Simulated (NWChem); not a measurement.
System meant: CH$_{3}$F$_{2}$OSb; SMILES C[O][Sb]([F])[F]

Here is an NWChem input.

```
start job
memory heap 200 mb stack 900 mb global 1100 mb
geometry units angstroms noautoz
  Sb     0.230822    -0.559850     0.000000
  F     -1.092982    -0.396715    -1.397007
  F     -1.092982    -0.396715     1.397007
  O      0.769099     1.314748     0.000000
  C     -0.168493     2.371187     0.000000
  H      0.391839     3.318558     0.000000
  H     -0.813686     2.343662    -0.894219
  H     -0.813686     2.343662     0.894219
end
basis spherical
  * library def2-svp
end
dft
  xc pbe0
  iterations 150
  mulliken
end
task dft energy
```

End of the output:

```
             Grid Information
             ----------------
          Grid used for XC integration:  medium
          Radial quadrature: Mura-Knowles
          Angular quadrature: Lebedev.
          Tag              B.-S. Rad. Rad. Pts. Rad. Cut. Ang. Pts.
          ---              ---------- --------- --------- ---------
          Sb                  1.45      123          11.0       590
          F                   0.50       49          11.0       434
          O                   0.60       49           7.0       434
          C                   0.70       49          10.0       434
          H                   0.35       45          11.0       434
          Grid pruning is: on
          Number of quadrature shells:   360
          Spatial weights used:  Erf1

          Convergence Information
          -----------------------
          Convergence aids based upon iterative change in
          total energy or number of iterations.
          Levelshifting, if invoked, occurs when the
          HOMO/LUMO gap drops below (HL_TOL):  1.00D-02
          DIIS, if invoked, will attempt to extrapolate
          using up to (NFOCK): 10 stored Fock matrices.

                    Damping( 0%)  Levelshifting(0.5)       DIIS
                  --------------- ------------------- ---------------
          dE  on:    start            ASAP                start
          dE off:    2 iters        150 iters           150 iters

      Screening Tolerance Information
      -------------------------------
          Density screening/tol_rho:  1.00D-10
          AO Gaussian exp screening on grid/accAOfunc:  14
          CD Gaussian exp screening on grid/accCDfunc:  20
          XC Gaussian exp screening on grid/accXCfunc:  20
          Schwarz screening/accCoul:  1.00D-08

      Superposition of Atomic Density Guess
      -------------------------------------

      charge =      51.0 Sb (Antinomy)

      symmetry species            s     p     d     f
      number of basis functions =10     7     6
      number of cont. functions = 4     4     2
      number of closed shells   = 5     3     2
      number of open shells     = 0     1     0
      open shell occupation     = 0     3     0
 ------------------------------------------------------------------------
 atomscf:atomd: error in atom scf                   0
 ------------------------------------------------------------------------
 ------------------------------------------------------------------------
  current input line :
    21: task dft energy
 ------------------------------------------------------------------------
 ------------------------------------------------------------------------
 This error has not yet been assigned to a category
 ------------------------------------------------------------------------
 For more information see the NWChem manual at https://nwchemgit.github.io

0:atomscf:atomd: error in atom scf:Received an Error in Communication
```

What is wrong, and how is it mended?

The run crashed. Cause: the def2 basis of a heavy element holds valence functions alone and wants its effective core potential (without it all electrons must fit into that basis). This input runs:
```
start job
memory heap 200 mb stack 900 mb global 1100 mb
geometry units angstroms noautoz
  Sb     0.230822    -0.559850     0.000000
  F     -1.092982    -0.396715    -1.397007
  F     -1.092982    -0.396715     1.397007
  O      0.769099     1.314748     0.000000
  C     -0.168493     2.371187     0.000000
  H      0.391839     3.318558     0.000000
  H     -0.813686     2.343662    -0.894219
  H     -0.813686     2.343662     0.894219
end
basis spherical
  * library def2-svp
end
ecp
  Sb library def2-ecp
end
dft
  xc pbe0
  iterations 150
  mulliken
end
task dft energy
```
It converges to -554.56270 Ha (PBE0/def2-SVP with def2 effective core potentials on Sb).
